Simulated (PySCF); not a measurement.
Computed properties of Cd(H)(OMe) (CH₄CdO), SMILES C[O][CdH]

Cd(H)(OMe) (CH₄CdO), SMILES [CdH][O]C. Geometry: PBE0-D3(BJ)/def2-TZVP. The def2 effective core potentials stand for the cores of Cd; spin–orbit coupling is left out. Other conformers were not sampled. All values are computed for the isolated molecule unless a solvent is named; none is compared with measurement here.

**Structure.** The optimised structure has Cs symmetry. All 15 harmonic modes at PBE0-D3(BJ)/def2-TZVP (PySCF) are real, so it is a minimum. With heavy atoms numbered as in [CdH:1][O:3][CH3:4], the shortest bond between them is O3–C4 at 1.395 Å and the longest Cd1–O3 at 1.969 Å.

**Vibrations.** The strongest infrared lines (harmonic, unscaled, degenerate partners summed) lie at 1135 cm⁻¹ (228 km/mol, O 49 %, C 43 %), 2959 cm⁻¹ (142 km/mol, H 97 %), 1899 cm⁻¹ (129 km/mol, H 99 %). The softest mode is at 101 cm⁻¹ and the zero-point energy is 29.4 kcal/mol.

**Electronic structure.** PBE0/def2-TZVPD (PySCF) places the frontier levels at -6.98 and -0.68 eV, a gap of 6.30 eV, and gives a dipole moment of 1.51 D and a mean polarisability of 50.3 bohr³.

**Excitations.** TDDFT-B3LYP/def2-SVPD (PySCF) has S1 at 4.67 eV (265 nm, f = 0.002, dark); the most intense of the 10 singlets computed lies at 7.62 eV (f = 0.26). T1 (TDA) is at 4.41 eV. No vertical singlet excitation falls in the visible range (under 3.1 eV).
